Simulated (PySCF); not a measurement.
Computed shifts of a molecule C3H4ClNSi, PySCF with PBE/pcSseg-1, GIAO, gas phase, atoms alike by connectivity averaged where their shifts nearly agree, in ppm (number of nuclei): ²⁹Si: -10.5 (1). ¹³C: 186.8 (1), 168.7 (1), 117.6 (1). ¹⁵N: 461.8 (1). ¹H: 8.95 (1), 8.40 (1), 5.84 (1), 5.80 (1). References: ³⁵Cl against HCl (σ = 936.5 ppm); ²⁹Si against TMS (σ = 335.4 ppm); ¹³C against TMS (σ = 182.0 ppm); ¹⁵N against NH3 (σ = 267.0 ppm); ¹H against TMS (σ = 31.49 ppm), references at their B3LYP-D3(BJ)/def2-TZVP geometries, non-relativistic (without spin–orbit terms, shifts of atoms bonded to Cl or Br come out too high). Geometry: r2SCAN-D4/def2-SVP. The values are those of a single conformer.

Q: Which molecule gave these data?
(A) N#C/C=C(\[SiH3])Cl
(B) C#C/C=N/[SiH2]Cl
(C) Cl[Si@H]1C=CC=N1
(D) Cl[Si@@H]1C=CN=C1

A: D, Cl[Si@@H]1C=CN=C1
